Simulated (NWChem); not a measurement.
All runs are NWChem calculations. System: B2Cl3, charge 0, spin multiplicity 2, displaced from the optimised geometry. The structure started from a generated list of species. Its SCF solution wasn't tested for a lower state. Level: ULDA (SVWN5)/def2-SVP.

Output (cleaned and shortened):

```
             Northwest Computational Chemistry Package (NWChem) 7.3.0
             --------------------------------------------------------

                                NWChem Input Module
                                -------------------

 Scaling coordinates for geometry "geometry" by  1.889725989
 (inverse scale =  0.529177249)

 Turning off AUTOSYM since
 SYMMETRY directive was detected!

                             Geometry "geometry" -> ""
                             -------------------------

 Output coordinates in angstroms (scale by  1.889725989 to convert to a.u.)

  No.       Tag          Charge          X              Y              Z
 ---- ---------------- ---------- -------------- -------------- --------------
    1 Cl                  17.0000     0.00000000     0.00000000     2.77847200
    2 B                    5.0000     0.00000000     0.00000000     1.06152900
    3 B                    5.0000     0.00000000     0.00000000    -0.57011600
    4 Cl                  17.0000     1.56436600     0.00000000    -1.46150300
    5 Cl                  17.0000    -1.56436600     0.00000000    -1.46150300

 Effective nuclear repulsion energy (a.u.)     244.5641473954

            Nuclear Dipole moment (a.u.)
            ----------------------------
        X                 Y               Z
 ---------------- ---------------- ----------------
     0.0000000000     0.0000000000    -0.0000245664

      Symmetry information
      --------------------

 Group name             C2v
 Group number             16
 Group order               4
 No. of unique centers     4

      Symmetry unique atoms

     1    2    3    4


 Summary of "ao basis" -> "" (spherical)
 ------------------------------------------------------------------------------
       Tag                 Description            Shells   Functions and Types
 ---------------- ------------------------------  ------  ---------------------
 *                          def2-svp                  on all atoms

                                 NWChem DFT Module
                                 -----------------

 Summary of "ao basis" -> "ao basis" (spherical)
 ------------------------------------------------------------------------------
       Tag                 Description            Shells   Functions and Types
 ---------------- ------------------------------  ------  ---------------------
 Cl                         def2-svp                 8       18   4s3p1d
 B                          def2-svp                 6       14   3s2p1d

 Summary of "ao basis" -> "ao basis" (spherical)
 ------------------------------------------------------------------------------
       Tag                 Description            Shells   Functions and Types
 ---------------- ------------------------------  ------  ---------------------
 Cl                         def2-svp                 8       18   4s3p1d
 B                          def2-svp                 6       14   3s2p1d

      Symmetry analysis of basis
      --------------------------

        a1         36
        a2          8
        b1         23
        b2         15

            General Information
            -------------------
          SCF calculation type: DFT
          Wavefunction type:  spin polarized.
          No. of atoms     :     5
          No. of electrons :    61
           Alpha electrons :    31
            Beta electrons :    30
          Charge           :     0
          Spin multiplicity:     2
          Use of symmetry is: on ; symmetry adaption is: on
          Maximum number of iterations: 100
          This is a Direct SCF calculation.
          AO basis - number of functions:    82
                     number of shells:    36
          Convergence on energy requested:  1.00D-06
          Convergence on density requested:  1.00D-05
          Convergence on gradient requested:  5.00D-04

              XC Information
              --------------
                        Slater Exchange Functional  1.000 local
                      VWN V Correlation Functional  1.000 local

             Grid Information
             ----------------
          Grid used for XC integration:  medium
          Radial quadrature: Mura-Knowles
[...]
   Bfn.  Coefficient  Atom+Function         Bfn.  Coefficient  Atom+Function
  ----- ------------  ---------------      ----- ------------  ---------------
    40     -0.622523  3 B  py                26      0.595364  2 B  py
    37      0.542742  3 B  py                23     -0.448282  2 B  py
    12     -0.272324  1 Cl py                58      0.258465  4 Cl py
    76      0.258465  5 Cl py                 9     -0.135276  1 Cl py
    55      0.125230  4 Cl py                73      0.125230  5 Cl py

   alpha - beta orbital overlaps
   -----------------------------

   alpha      1      2      3      4      5      6      7      8      9     10
    beta      1      2      3      4      5      6      7      8      9     10
 overlap   1.000  1.000  1.000  1.000  1.000  1.000  1.000  1.000  1.000  1.000

   alpha     11     12     13     14     15     16     17     18     19     20
    beta     11     12     13     14     15     16     17     18     19     20
 overlap   1.000  1.000  1.000  1.000  1.000  1.000  1.000  1.000  1.000  1.000

   alpha     21     22     23     24     25     26     27     28     29     30
    beta     21     22     23     24     26     25     27     28     30     29
 overlap   0.997  0.998  1.000  0.996  0.998  1.000  0.998  1.000  0.998  1.000

   alpha     31     32     33     34     35     36     37     38     39     40
    beta     31     32     33     34     35     36     37     38     39     40
 overlap   0.996  1.000  0.997  0.999  1.000  0.999  1.000  0.999  0.999  0.998

   alpha     41     42     43     44     45     46     47     48     49     50
    beta     41     42     43     44     45     46     47     48     49     50
 overlap   0.997  0.998  1.000  0.997  0.999  1.000  1.000  1.000  1.000  1.000

   alpha     51     52     53     54     55     56     57     58     59     60
    beta     51     52     53     54     55     56     57     58     59     60
 overlap   1.000  1.000  0.998  0.998  0.999  1.000  1.000  1.000  1.000  0.999

   alpha     61     62     63     64     65     66     67     68     69     70
    beta     61     62     63     64     65     66     67     70     68     69
 overlap   1.000  1.000  0.999  1.000  0.999  1.000  0.995  0.999  1.000  0.999

   alpha     71     72     73     74     75     76     77     78     79     80
    beta     71     72     73     74     75     76     77     78     79     80
 overlap   0.999  0.996  1.000  0.999  1.000  0.999  1.000  0.999  1.000  1.000

   alpha     81     82
    beta     81     82
 overlap   1.000  1.000

     --------------------------
     Expectation value of S2:
     --------------------------
      <S2> =      0.7516 (Exact =     0.7500)

 center of mass
 --------------
 x =   0.00000000 y =   0.00000000 z =   0.00529927

 moments of inertia (a.u.)
 ------------------
        1554.576116136119           0.000000000000           0.000000000000
           0.000000000000        2165.779505886038           0.000000000000
           0.000000000000           0.000000000000         611.203389749919

     Multipole analysis of the density
     ---------------------------------

     L   x y z        total         alpha         beta         nuclear
     -   - - -        -----         -----         ----         -------
     0   0 0 0     -0.000000    -31.000000    -30.000000     61.000000

     1   1 0 0      0.000000      0.000000      0.000000      0.000000
     1   0 1 0      0.000000      0.000000     -0.000000      0.000000
     1   0 0 1      0.982101      0.037626      0.944500     -0.000025

     2   2 0 0    -35.907023   -167.607995   -165.433696    297.134668
     2   1 1 0     -0.000000     -0.000000      0.000000      0.000000
     2   1 0 1      0.000000      0.000000      0.000000      0.000000
     2   0 2 0    -36.435385    -19.694207    -16.741178      0.000000
     2   0 1 1      0.000000      0.000000     -0.000000      0.000000
     2   0 0 2    -33.045845   -396.513646   -390.460611    753.928412

            General Information
            -------------------
          SCF calculation type: DFT
          Wavefunction type:  spin polarized.
          No. of atoms     :     5
          No. of electrons :    61
           Alpha electrons :    31
            Beta electrons :    30
          Charge           :     0
          Spin multiplicity:     2
          Use of symmetry is: on ; symmetry adaption is: on
          Maximum number of iterations: 100
          This is a Direct SCF calculation.
          AO basis - number of functions:    82
                     number of shells:    36
          Convergence on energy requested:  1.00D-06
          Convergence on density requested:  1.00D-05
          Convergence on gradient requested:  5.00D-04

              XC Information
              --------------
                        Slater Exchange Functional  1.000 local
                      VWN V Correlation Functional  1.000 local

             Grid Information
             ----------------
          Grid used for XC integration:  medium
          Radial quadrature: Mura-Knowles
          Angular quadrature: Lebedev.
          Tag              B.-S. Rad. Rad. Pts. Rad. Cut. Ang. Pts.
          ---              ---------- --------- --------- ---------
          Cl                  1.00       88          11.0       590
          B                   0.85       49           9.0       434
          Grid pruning is: on
          Number of quadrature shells:   274
          Spatial weights used:  Erf1

          Convergence Information
          -----------------------
          Convergence aids based upon iterative change in
          total energy or number of iterations.
          Levelshifting, if invoked, occurs when the
          HOMO/LUMO gap drops below (HL_TOL):  1.00D-02
          DIIS, if invoked, will attempt to extrapolate
          using up to (NFOCK): 10 stored Fock matrices.

                    Damping( 0%)  Levelshifting(0.5)       DIIS
                  --------------- ------------------- ---------------
          dE  on:    start            ASAP                start
          dE off:    2 iters        100 iters           100 iters

      Screening Tolerance Information
      -------------------------------
          Density screening/tol_rho:  1.00D-10
          AO Gaussian exp screening on grid/accAOfunc:  14
          CD Gaussian exp screening on grid/accCDfunc:  20
          XC Gaussian exp screening on grid/accXCfunc:  20
          Schwarz screening/accCoul:  1.00D-08

                            NWChem DFT Gradient Module
                            --------------------------

  charge          =   0.00
  wavefunction    = open shell

  Using symmetry

                         DFT ENERGY GRADIENTS

    atom               coordinates                        gradient
                 x          y          z           x          y          z
   1 Cl      0.000000   0.000000   5.250551    0.000000   0.000000   0.022845
   2 B       0.000000   0.000000   2.005999    0.000000   0.000000  -0.003834
   3 B       0.000000   0.000000  -1.077363    0.000000   0.000000   0.001086
   4 Cl      2.956223   0.000000  -2.761840    0.017192   0.000000  -0.010048
   5 Cl     -2.956223   0.000000  -2.761840   -0.017192   0.000000  -0.010048

                 ----------------------------------------
                 |  Time  |  1-e(secs)   |  2-e(secs)   |
                 ----------------------------------------
                 |  CPU   |       0.01   |       1.19   |
                 ----------------------------------------
                 |  WALL  |       0.01   |       1.19   |
                 ----------------------------------------

 Task  times  cpu:        5.8s     wall:        5.8s

 Total times  cpu:        5.8s     wall:        5.8s
```

Problem. Write an NWChem input that would produce this output.

Solution. Several could match; the one computed here: 
```
start mol
memory heap 200 mb stack 900 mb global 1100 mb
geometry units angstroms nocenter noautoz
  Cl     0.000000     0.000000     2.778472
  B      0.000000     0.000000     1.061529
  B      0.000000     0.000000    -0.570116
  Cl     1.564366     0.000000    -1.461503
  Cl    -1.564366     0.000000    -1.461503
  symmetry group C2v
end
basis spherical
  * library def2-svp
end
dft
  xc slater vwn_5
  odft
  mult 2
  iterations 100
  direct
end
task dft gradient
```
